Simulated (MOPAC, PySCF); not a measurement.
C₇H₁₃BS, SMILES `C1C[C@@H]2C[C@H]([C@@]1(S)C2)B`, neutral singlet in the gas phase. 

Cartesian coordinates (Å):
```xyz
22

B      2.3902     0.9489    -0.6089
C      1.1497     0.3450     0.1022
C      1.0206    -1.2035     0.1579
C     -0.4678    -1.4395    -0.1190
C     -1.2778    -0.9416     1.0908
C     -1.1837     0.5996     0.9758
C     -0.2878     0.8019    -0.2587
S     -0.3185     2.4754    -0.9546
C     -0.7522    -0.3523    -1.1598
H      2.3902     2.0695    -1.0602
H      3.4265     0.3206    -0.6092
H      1.4000     0.7508     1.1152
H      1.3387    -1.6254     1.1231
H      1.6381    -1.6774    -0.6212
H     -0.7037    -2.4711    -0.4170
H     -0.8720    -1.3268     2.0386
H     -2.3233    -1.2795     1.0272
H     -2.1751     1.0459     0.8004
H     -0.7616     1.0908     1.8649
H     -1.6661     2.5781    -0.9742
H     -1.8150    -0.2675    -1.4369
H     -0.1493    -0.4420    -2.0764
```
Charge 0, spin multiplicity 1.

All levels are single points at this geometry (PBE0-D3(BJ)/def2-SVP); Pople sets use spherical d functions. Orbital energies aren't observables, and empty levels follow the basis.

B3LYP/LANL2DZ in PySCF gives dipole (D) = 2.60.

**Question.** Estimate the dipole (D) from each of these levels: PBE0-D3(BJ)/def2-TZVP in PySCF; B3LYP/6-311+G** in PySCF; SVWN5/6-31G* in PySCF; HF/3-21G in PySCF; AM1 in MOPAC.

**Answer.** 
```
level                           dipole (D)
------------------------------  ----------
PBE0-D3(BJ)/def2-TZVP in PySCF        2.31
B3LYP/6-311+G** in PySCF              2.32
SVWN5/6-31G* in PySCF                 2.54
HF/3-21G in PySCF                     2.58
AM1 in MOPAC                          2.15
```
